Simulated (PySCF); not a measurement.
All values below come from B3LYP-D3(BJ)/def2-TZVP (PySCF 2.14.0). All species are isolated molecules in the gas phase. B3LYP has the VWN-RPA correlation part, as in Gaussian. Delta-SCF ions had no search for a lower state. 

Reference species (SMILES): `N=[si]1cc1` (neutral, multiplicity 1).

```yaml
vertical ionisation energy (Delta-SCF): 9.47 eV
S1 oscillator strength: 0.003
```

Changed species: `C=[SiH]C#N`.

Q: Give the shifts of the vertical ionisation energy (Delta-SCF) and S1 oscillator strength.

A: the vertical ionisation energy (Delta-SCF) decreases by 0.14 eV, to 9.33 eV; the S1 oscillator strength stays essentially unchanged.
